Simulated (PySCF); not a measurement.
B(H)(Cl)(NMe2) (C2H7BClN), SMILES CN(C)BCl.

The structure is a stationary point at B3LYP-D3(BJ)/def2-SVP. This is a generated structure with no PubChem entry under its InChIKey; it may be hypothetical. One conformer was computed; it need not be the lowest.

Method: B3LYP-D3(BJ)/def2-SVP run with PySCF.

Frequencies are harmonic and unscaled.

```json
[
 {"mode": "1", "ν (cm⁻¹)": "148", "IR (km/mol)": "0.5", "Raman (Å⁴/amu)": "0.3", "depolarisation": "0.75", "moving atoms (share of kinetic energy)": "H 57 %, B 13 %, N 12 %, C 9 %, Cl 9 %"},
 {"mode": "2", "ν (cm⁻¹)": "191", "IR (km/mol)": "0.0", "Raman (Å⁴/amu)": "0.1", "depolarisation": "0.75", "moving atoms (share of kinetic energy)": "H 88 %"},
 {"mode": "3", "ν (cm⁻¹)": "237", "IR (km/mol)": "1.2", "Raman (Å⁴/amu)": "0.9", "depolarisation": "0.65", "moving atoms (share of kinetic energy)": "C 36 %, Cl 30 %, H 18 %, B 8 %"},
 {"mode": "4", "ν (cm⁻¹)": "240", "IR (km/mol)": "0.0", "Raman (Å⁴/amu)": "0.7", "depolarisation": "0.75", "moving atoms (share of kinetic energy)": "H 71 %, B 22 %"},
 {"mode": "5", "ν (cm⁻¹)": "346", "IR (km/mol)": "5.8", "Raman (Å⁴/amu)": "0.7", "depolarisation": "0.75", "moving atoms (share of kinetic energy)": "N 50 %, H 39 %"},
 {"mode": "6", "ν (cm⁻¹)": "373", "IR (km/mol)": "5.8", "Raman (Å⁴/amu)": "2.5", "depolarisation": "0.39", "moving atoms (share of kinetic energy)": "C 40 %, H 26 %, Cl 25 %"},
 {"mode": "7", "ν (cm⁻¹)": "461", "IR (km/mol)": "2.9", "Raman (Å⁴/amu)": "1.1", "depolarisation": "0.34", "moving atoms (share of kinetic energy)": "C 34 %, H 27 %, N 18 %, Cl 12 %, B 10 %"},
 {"mode": "8", "ν (cm⁻¹)": "788", "IR (km/mol)": "40.3", "Raman (Å⁴/amu)": "7.4", "depolarisation": "0.16", "moving atoms (share of kinetic energy)": "B 59 %, C 17 %, H 13 %, Cl 10 %"},
 {"mode": "9", "ν (cm⁻¹)": "832", "IR (km/mol)": "13.8", "Raman (Å⁴/amu)": "1.1", "depolarisation": "0.75", "moving atoms (share of kinetic energy)": "H 66 %, B 31 %"},
 {"mode": "10", "ν (cm⁻¹)": "891", "IR (km/mol)": "10.8", "Raman (Å⁴/amu)": "2.1", "depolarisation": "0.25", "moving atoms (share of kinetic energy)": "C 35 %, H 30 %, B 26 %"},
 {"mode": "11", "ν (cm⁻¹)": "1072", "IR (km/mol)": "2.3", "Raman (Å⁴/amu)": "8.6", "depolarisation": "0.67", "moving atoms (share of kinetic energy)": "H 65 %, C 22 %, N 10 %"},
 {"mode": "12", "ν (cm⁻¹)": "1079", "IR (km/mol)": "8.7", "Raman (Å⁴/amu)": "5.2", "depolarisation": "0.69", "moving atoms (share of kinetic energy)": "H 78 %, C 18 %"},
 {"mode": "13", "ν (cm⁻¹)": "1115", "IR (km/mol)": "0.0", "Raman (Å⁴/amu)": "1.6", "depolarisation": "0.75", "moving atoms (share of kinetic energy)": "H 80 %, C 20 %"},
 {"mode": "14", "ν (cm⁻¹)": "1165", "IR (km/mol)": "129.4", "Raman (Å⁴/amu)": "3.1", "depolarisation": "0.09", "moving atoms (share of kinetic energy)": "H 57 %, B 24 %, C 17 %"},
 {"mode": "15", "ν (cm⁻¹)": "1176", "IR (km/mol)": "1.9", "Raman (Å⁴/amu)": "0.1", "depolarisation": "0.75", "moving atoms (share of kinetic energy)": "H 68 %, C 20 %, N 13 %"},
 {"mode": "16", "ν (cm⁻¹)": "1256", "IR (km/mol)": "86.6", "Raman (Å⁴/amu)": "0.8", "depolarisation": "0.75", "moving atoms (share of kinetic energy)": "N 56 %, C 21 %, H 19 %"},
 {"mode": "17", "ν (cm⁻¹)": "1429", "IR (km/mol)": "0.0", "Raman (Å⁴/amu)": "8.8", "depolarisation": "0.75", "moving atoms (share of kinetic energy)": "H 86 %, C 14 %"},
 {"mode": "18", "ν (cm⁻¹)": "1442", "IR (km/mol)": "83.2", "Raman (Å⁴/amu)": "24.9", "depolarisation": "0.30", "moving atoms (share of kinetic energy)": "H 61 %, C 19 %, N 13 %"},
 {"mode": "19", "ν (cm⁻¹)": "1459", "IR (km/mol)": "1.6", "Raman (Å⁴/amu)": "29.1", "depolarisation": "0.75", "moving atoms (share of kinetic energy)": "H 97 %"},
 {"mode": "20", "ν (cm⁻¹)": "1460", "IR (km/mol)": "12.0", "Raman (Å⁴/amu)": "31.2", "depolarisation": "0.61", "moving atoms (share of kinetic energy)": "H 85 %, C 8 %"},
 {"mode": "21", "ν (cm⁻¹)": "1472", "IR (km/mol)": "20.2", "Raman (Å⁴/amu)": "5.1", "depolarisation": "0.74", "moving atoms (share of kinetic energy)": "H 96 %"},
 {"mode": "22", "ν (cm⁻¹)": "1474", "IR (km/mol)": "14.6", "Raman (Å⁴/amu)": "3.1", "depolarisation": "0.75", "moving atoms (share of kinetic energy)": "H 97 %"},
 {"mode": "23", "ν (cm⁻¹)": "1553", "IR (km/mol)": "156.4", "Raman (Å⁴/amu)": "7.7", "depolarisation": "0.31", "moving atoms (share of kinetic energy)": "H 43 %, N 38 %, B 19 %"},
 {"mode": "24", "ν (cm⁻¹)": "2642", "IR (km/mol)": "118.1", "Raman (Å⁴/amu)": "77.4", "depolarisation": "0.22", "moving atoms (share of kinetic energy)": "H 91 %, B 9 %"},
 {"mode": "25", "ν (cm⁻¹)": "3000", "IR (km/mol)": "37.4", "Raman (Å⁴/amu)": "50.4", "depolarisation": "0.17", "moving atoms (share of kinetic energy)": "H 97 %"},
 {"mode": "26", "ν (cm⁻¹)": "3007", "IR (km/mol)": "77.9", "Raman (Å⁴/amu)": "275.1", "depolarisation": "0.02", "moving atoms (share of kinetic energy)": "H 97 %"},
 {"mode": "27", "ν (cm⁻¹)": "3059", "IR (km/mol)": "53.6", "Raman (Å⁴/amu)": "162.5", "depolarisation": "0.75", "moving atoms (share of kinetic energy)": "H 90 %, C 10 %"},
 {"mode": "28", "ν (cm⁻¹)": "3065", "IR (km/mol)": "11.7", "Raman (Å⁴/amu)": "46.8", "depolarisation": "0.75", "moving atoms (share of kinetic energy)": "H 90 %, C 10 %"},
 {"mode": "29", "ν (cm⁻¹)": "3150", "IR (km/mol)": "9.6", "Raman (Å⁴/amu)": "58.3", "depolarisation": "0.64", "moving atoms (share of kinetic energy)": "H 91 %, C 9 %"},
 {"mode": "30", "ν (cm⁻¹)": "3165", "IR (km/mol)": "3.3", "Raman (Å⁴/amu)": "38.6", "depolarisation": "0.62", "moving atoms (share of kinetic energy)": "H 91 %, C 9 %"}
]
```
